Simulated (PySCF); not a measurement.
Ionisation of SeF2

System: SeF2, `F[Se]F` (F2Se). Coordinates in Å; atoms count from 1 in this order:
```
Se    0.4840   -0.0130   -0.6101
F     0.8267    0.0159    1.1299
F    -1.2878   -0.0080   -0.5450
```

These are calculated values, r2SCAN-D3(BJ)/ma-def2-SVP in PySCF (grid level 3) at geometries from BP86-D3(BJ)/def2-SVP. The prefix ma- adds one diffuse s and one diffuse p function on all atoms but H. Thermal corrections: GFN2-xTB frequencies, unscaled, ideal gas at 298.15 K and 1 bar, quasi-RRHO entropy. These were taken at the GFN2-xTB minima.

Frontier levels of the parent: HOMO -6.45 eV, LUMO -3.63 eV.

Oxidation to the radical cation:
```
Vertical ionisation energy (electronic)              : 10.19 eV
Adiabatic ionisation energy (with zero-point energy) : 10.01 eV
Adiabatic, electronic part                           : 10.00 eV
Vertical gap at the product's structure              : 9.89 eV
Inner reorganisation energy (four-point)             : 306 meV
Relaxation of product / of parent                    : 194 / 112 meV
⟨S²⟩ of the product                                  : 0.754
Largest spin populations                             : Se1 0.80, F3 0.10, F2 0.10
Largest changes of atomic charge                     : Se1 0.73, F2 0.13, F3 0.13
Distances that move most (Å)                         : Se1–F2 1.774 → 1.705; Se1–F3 1.773 → 1.705
Potential in DMF                                     : 7.06 V absolute (solvation -15 → -298 kJ/mol)
Potential in THF                                     : 7.39 V absolute (solvation -12 → -263 kJ/mol)
```

Solvents are IEF-PCM continua (electrostatics only, gas-phase structures); absolute potentials refer to an electron at rest in vacuum.

Caveats: ma-def2-SVP is a small basis, whose errors can reach tens of kJ/mol; spin-orbit coupling is left out of the energies, which matters for open shells on the heavier atoms; atoms from Ga to Kr are treated without relativity.
